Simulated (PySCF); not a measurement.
From one molecule to another.

First species: C₇H₁₂OSi.
Cartesian coordinates in Å at the GFN2-xTB level; atoms count from 1:
```
atom  x, y, z in Å
C1     2.2970    0.5250   -1.4210
C2     1.8794   -0.2060   -0.4201
C3     1.8339   -1.5153    0.2369
C4     1.1045   -0.3163    0.8178
C5    -0.4028   -0.2439    0.7908
C6    -0.9022    1.2064    0.7499
C7    -2.3415    1.1729    0.2399
O8    -2.4544    0.2004   -0.7737
Si9   -1.3288   -0.9818   -0.7136
H10    2.9164    0.1171   -2.2045
H11    2.0427    1.5698   -1.5061
H12    1.2403   -2.2951   -0.2191
H13    2.7182   -1.8793    0.7414
H14    1.5446    0.1237    1.7101
H15   -0.7813   -0.7164    1.7059
H16   -0.2886    1.7654    0.0409
H17   -0.8468    1.7003    1.7212
H18   -3.0323    0.9115    1.0501
H19   -2.6494    2.1332   -0.1829
H20   -0.6060   -0.9915   -1.9780
H21   -1.9518   -2.2633   -0.3863
```

Second species: C8H11OP.
InChI=1S/C8H11OP/c1-8(9)7-10-5-3-2-4-6-10/h3-6H,2,7H2,1H3

Levels: PBE0/pcSseg-1 for HOMO energy, LUMO energy and HOMO–LUMO gap. Geometries: GFN2-xTB. Each structure is a single optimised conformer of the isolated species, non-relativistic unless stated; the electronic structure was computed with PySCF and density fitting.

The conformers computed, where there is a choice (atom-mapped SMILES and torsion angles):
- `[CH3:1][C:2](=[O:3])[CH2:4][P:5]1[CH:6]=[CH:7][CH2:8][CH:9]=[CH:10]1`: C1–C2–C4–P5 79°, C2–C4–P5–C6 167°

The conformers of `C=C1C[C@@H]1[C@H]1CCO[SiH2]1` aren't listed.

```
     property  column X  column Y
  HOMO energy  -6.52 eV  -7.53 eV
  LUMO energy  -0.73 eV   0.02 eV
HOMO–LUMO gap   5.79 eV   7.55 eV
```

Which column belongs to which species?

Column X is the second species and column Y the first. The first has 21 atoms and 76 electrons, the second 21 and 82.

How does each property change from the first species to the second?

HOMO energy +1.01 eV; LUMO energy -0.75 eV; HOMO–LUMO gap -1.76 eV.

